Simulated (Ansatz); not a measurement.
System: Sb$_{2}$ (charge +1, doublet). 
Coordinates optimised at B3LYP-D3(BJ)/def2-TZVP (Ansatz, an electronic-structure program):
```
Sb
Sb 1 2.5934
```
Charge +1, spin multiplicity 2.

Basis-set convergence of Hartree-Fock and CCSD(T) correlation energies (hartree) with Ansatz. Correlated levels leave the core frozen unless marked. UHF or UKS for open shells. Spin-orbit coupling is left out. Frozen are the shells of the preceding noble gas and the d and f shells that filled before the atom's block. In def2 rows, elements after Kr have scalar-relativistic effective core potentials.

The UHF reference is spin-contaminated (<S^2> 0.71 over the pure value in the largest basis). The T1 diagnostic of CCSD in the largest basis is 0.095, which is high, so the coupled-cluster rows are less sure than usual.

| basis | functions | E(HF) | E(corr, CCSD(T)) |
|---|---|---|---|
| def2-SVP | 52 | -478.26788 | -0.16148 |
| def2-TZVPP | 100 | -478.28250 | -0.19739 |
| def2-QZVPP | 164 | -478.28530 | -0.21128 |

Extrapolating the two largest sets (X = 3 and 4) as X^-3: E(corr) = (64·(-0.21128) - 27·(-0.19739))/37 = -0.2214 Eh, an estimate of the basis-set limit. The largest set recovers 95.4 % of it, the smallest 72.9 %.
